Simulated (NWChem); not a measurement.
Molecule: CH6OSSi; SMILES CS[SiH2]O

```xyz
10

Si    -0.5306     0.9223     0.0162
O      0.5580     2.1237    -0.3445
S      0.5191    -0.8812     0.5233
C     -0.4812    -2.1319    -0.3486
H     -1.4250     0.5583    -1.1289
H     -1.3362     1.4755     1.1360
H      1.2667     1.8791    -0.9482
H     -1.4587    -2.2748     0.1317
H     -0.6229    -1.8731    -1.4070
H      0.0795    -3.0743    -0.2863
```
Atoms are numbered in this order, from 1.

Computed with NWChem. Pople sets run with spherical d functions. STO-3G and 3-21G are far too small for this property and stand as cheap habits. The geometry was optimised at PBE0/def2-SVP. GIAO values for the isolated, static molecule; σ is the absolute isotropic shielding, δ = σ(reference) − σ with the isolated reference molecule computed at the same levels (13C: tetramethylsilane, 1H: tetramethylsilane, 17O: water).

```tsv
level	δ O2 (ppm)	σ S3 (ppm)	δ C4 (ppm)	δ H5 (ppm)	δ H6 (ppm)	δ H7 (ppm)	δ H8 (rotor mean) (ppm)
KT2/pcSseg-1	54.4	652.7	15.5	5.52	5.57	0.86	1.86
Hartree-Fock/6-31G*	(withheld)	(withheld)	(withheld)	(withheld)	(withheld)	(withheld)	(withheld)
PBE/pcSseg-1	58.2	635.5	15.7	5.57	5.62	0.91	1.86
Hartree-Fock/STO-3G	-84.5	931.4	23.0	1.89	2.45	-3.72	0.47
```

### Question
Some entries are withheld; supply them.

### Answer

- Hartree-Fock/6-31G*, δ O2 (ppm): 20.2
- Hartree-Fock/6-31G*, σ S3 (ppm): 760.3
- Hartree-Fock/6-31G*, δ C4 (ppm): 11.4
- Hartree-Fock/6-31G*, δ H5 (ppm): 5.02
- Hartree-Fock/6-31G*, δ H6 (ppm): 5.27
- Hartree-Fock/6-31G*, δ H7 (ppm): 1.28
- Hartree-Fock/6-31G*, δ H8 (rotor mean) (ppm): 1.74
